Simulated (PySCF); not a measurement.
Interval between two levels of Ne⁺ by level of theory

Ne⁺ [He] 2s2 2p5 [2P3/2, M_J = 3/2] → Ne⁺ [He] 2s1 2p6 [2S1/2, M_J = 1/2], as a difference of total energies. Calculation: PySCF 2.14, in x2c-TZVPall-2c with one added diffuse shell each of s, p, d type (6s4p3d1f, 40 functions); the two-component X2C-1e Hamiltonian. Correlated levels: 1s2 frozen. "Screened" scales the spin-orbit matrix elements by Boettger's factors to mimic the two-electron term; Breit and QED terms are absent.

Problem. Order these methods by the interval between two levels they give, lowest first.
A. GMP2 (spin-free)
B. GHF (spin-free)
C. GHF (screened spin-orbit)
D. GMP2 (screened spin-orbit)

Solution. A (222620 cm⁻¹), D (222900 cm⁻¹), B (238610 cm⁻¹), C (238900 cm⁻¹).

Errors of the correlated levels include the incompleteness of this basis and the frozen core.

For comparison: 217050 cm⁻¹ (measured; NIST Handbook of Basic Atomic Spectroscopic Data (Sansonetti and Martin, J. Phys. Chem. Ref. Data 34, 1559 (2005))).
